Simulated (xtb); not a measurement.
C17H14F6S2, SMILES Cc1cc(C2=C(c3cc(C)sc3C)C(F)(F)C(F)(F)C2(F)F)c(C)s1. All values are semi-empirical tight-binding results from xtb (GFN2-xTB unless named), good for trends rather than for accurate numbers. The structure is a stationary point at GFN2-xTB. Other conformers were not sampled.

| Item | Value |
|---|---|
| orbital gap | 2.52 eV |
| zero-point energy | 167.0 kcal/mol |
| G − E(el) at 298.15 K (modified RRHO) | 133.2 kcal/mol |
| static polarisability (D4 model) | 228.3 bohr³ |
| solvation energy, GFN2-xTB/ALPB(water) | -4.4 kcal/mol |
| solvation energy, GFN2-xTB/ALPB(thf) | -17.0 kcal/mol |
